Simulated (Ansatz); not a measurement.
`O=C=N[SiH](Cl)Cl` + CH₃SH → `CS[SiH](Cl)Cl` + `N=C=O` at 400 K and 1 bar (ligand exchange at the Si–N bond).

Gas-phase electronic energies from Ansatz, PBE0-D4/def2-TZVP geometries. CBS: MP2 limit from def2 TZ/QZ plus the TZ coupled-cluster correction, frozen cores. This one scheme is used for every species. One conformer a species, not always the lowest.

```json
{"species": "`O=C=N[SiH](Cl)Cl`", "CCSD(T)/CBS energy (Eh)": "-1377.30646", "H − E (kJ/mol)": "102.0", "S (J/(mol·K))": "403.6"}
{"species": "CH₃SH", "CCSD(T)/CBS energy (Eh)": "-438.22835", "H − E (kJ/mol)": "138.7", "S (J/(mol·K))": "269.4"}
{"species": "`CS[SiH](Cl)Cl`", "CCSD(T)/CBS energy (Eh)": "-1647.00366", "H − E (kJ/mol)": "170.9", "S (J/(mol·K))": "407.4"}
{"species": "`N=C=O`", "CCSD(T)/CBS energy (Eh)": "-168.51995", "H − E (kJ/mol)": "72.4", "S (J/(mol·K))": "252.4"}
```

H − E and S are ideal-gas, rigid-rotor, harmonic terms from PBE0-D4/def2-TZVP, for one conformer and one mirror image of each species. 1 Eh = 2625.50 kJ/mol, R = 8.31446 J/(mol·K).

Problem. By hand: ΔE, ΔH, ΔS and ΔG.

Solution. ΔE = (-1647.00366) + (-168.51995) − (-1377.30646) − (-438.22835) = 0.01120 Eh = 29.4 kJ/mol. Δ(H − E) = 170.9 + 72.4 − 102.0 − 138.7 = 2.6, so ΔH = 32.0 kJ/mol. ΔS = 407.4 + 252.4 − 403.6 − 269.4 = -13.2 J/(mol·K). ΔG = 32.0 − 400 × (-13.2)/1000 = 37.3 kJ/mol.

Problem. By hand: the equilibrium constant, and the temperature at which ΔG would vanish if ΔH and ΔS stayed fixed.

Solution. log₁₀ K = −ΔG/(RT ln 10) = -4.9. ΔH and −TΔS have one sign here, so there is no such temperature.

The number of gas molecules stays the same, so ΔS is small and ΔH decides. A doubt of 5 kJ/mol in ΔE shifts log₁₀ K by 0.7 here. Other conformers and mirror images would add mixing entropy, several J/(mol·K) or more a flexible species. Modes under 60 cm⁻¹, often nearly free rotors, make the harmonic entropy too high. These are equilibria of isolated gas molecules and say nothing of rates. Largest T1 diagnostic: 0.018 (customary marks: 0.02 for closed shells, 0.045 for open ones).
